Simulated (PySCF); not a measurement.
GeO, PBE: how much the basis matters

PySCF, UKS reference; singlet, unpaired electrons none; De to Ge + O without counterpoise correction.

```json
{"basis": "x2c-SVPall", "relativity": "spin-free X2C", "functions": "46", "Re (Å)": "1.646", "ωe (cm⁻¹)": "960", "De (eV)": "7.28", "μ (D)": "-2.75"}
{"basis": "def2-TZVPP", "relativity": "no relativity", "functions": "79", "Re (Å)": "1.647", "ωe (cm⁻¹)": "956", "De (eV)": "7.33", "μ (D)": "-3.12"}
{"basis": "def2-TZVPPD", "relativity": "no relativity", "functions": "94", "Re (Å)": "1.648", "ωe (cm⁻¹)": "955", "De (eV)": "7.35", "μ (D)": "-3.21"}
```

Question: How does each smaller set differ from the one with most functions, def2-TZVPPD?

Answer: x2c-SVPall: -0.2 pm, +0.5 % in ωe, -0.07 eV in De; def2-TZVPP: -0.1 pm, +0.1 % in ωe, -0.02 eV in De. All at PBE; the set with most functions is neither the basis-set limit nor always the best. The rows treat relativity differently, so the differences are not basis effects alone.

A positive dipole means Ge(−)O(+).
